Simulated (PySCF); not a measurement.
1,2-difluorocyclobutene (C₄H₄F₂), SMILES C1(F)CCC=1F.

Coordinates come from a B3LYP-D3(BJ)/def2-SVP optimisation.

Two levels are set side by side: PBE/def2-TZVP (PySCF) and M06-2X/def2-TZVP (PySCF). Same geometry, gas phase. Differences are taken from unrounded values.

```csv
quantity,M06-2X,PBE,PBE minus M06-2X
orbital gap (eV),10.17,5.61,-4.55
highest occupied level (eV),-8.31,-5.74,2.57
lowest empty level (eV),1.86,-0.13,-1.99
dipole moment (D),2.37,2.03,-0.34
mean polarisability (bohr³),44.9,47.0,2.2
```

Without exact exchange PBE keeps part of each electron's self-repulsion, which lifts occupied levels and narrows the gap. Loosely held outer electrons make PBE densities more polarisable. Differences between two approximate levels are no errors against the true value.

Rough cost on one machine, each run with all the roots and properties that it gave: M06-2X against PBE about 4 times.
